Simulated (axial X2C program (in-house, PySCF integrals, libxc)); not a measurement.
# Curves of HBr⁺ by EOM-IP-CCSD

Computed with an in-house all-electron X2C program for linear molecules (integrals from PySCF): two-component X2C with atomic mean-field Coulomb and Gaunt terms, Gaussian nuclei, basis Br dyall-cv3z, H dyall-v3z with contracted cores.

Energies in eV from the lowest point of the lowest state; states are followed by energy order within each Ω. Reference: HBr, 8 electrons correlated in 74 virtual spinors with an MP2 remainder; levels at this size can be off by some tenths of an eV. Masses 78.918 and 1.008 u.

```json
{"R (Å)": "1.306", "(1)Ω=3/2": "0.2836", "(1)Ω=1/2": "0.6022", "(2)Ω=1/2": "4.7751"}
{"R (Å)": "1.362", "(1)Ω=3/2": "0.0866", "(1)Ω=1/2": "0.4048", "(2)Ω=1/2": "4.4198"}
{"R (Å)": "1.419", "(1)Ω=3/2": "0.0000", "(1)Ω=1/2": "0.3180", "(2)Ω=1/2": "4.1679"}
{"R (Å)": "1.483", "(1)Ω=3/2": "0.0011", "(1)Ω=1/2": "0.3188", "(2)Ω=1/2": "3.9787"}
{"R (Å)": "1.547", "(1)Ω=3/2": "0.0775", "(1)Ω=1/2": "0.3949", "(2)Ω=1/2": "3.8650"}
{"R (Å)": "1.632", "(1)Ω=3/2": "0.2590", "(1)Ω=1/2": "0.5760", "(2)Ω=1/2": "3.7981"}
```

(1) Fit the curves (1)Ω=3/2, (1)Ω=1/2 near their minima.

For HBr at CCSD, and between the minima:

Re = 1.415 Å, ωe = 2665.9 cm⁻¹; removing the electron costs 11.471 eV without zero-point terms.

No minimum in range: (2)Ω=1/2; the order of states may turn beyond it. T1 of the reference reaches 0.007 (Lee–Taylor). Curves followed by order can swap character. Number of frozen shells: Br 3 s, 2 p, 1 d; H none. Roots with under 60 % one-particle weight at any point are counted in the labels but not shown, and the list ends where the roots sought for some Ω run out; states that need a further excitation are missing and may lie low or lowest. Curves with a minimum but no constants failed the fit check.

## Answers

(1) At EOM-IP-CCSD from HBr (the fit fixes ωe to about one per cent; ωe of higher roots by this method can be off by ten per cent):

```
   state  Te (cm⁻¹)  Re (Å)  ωe (cm⁻¹)
(1)Ω=3/2          0   1.449     2448.3
(1)Ω=1/2       2560   1.450     2447.2
```
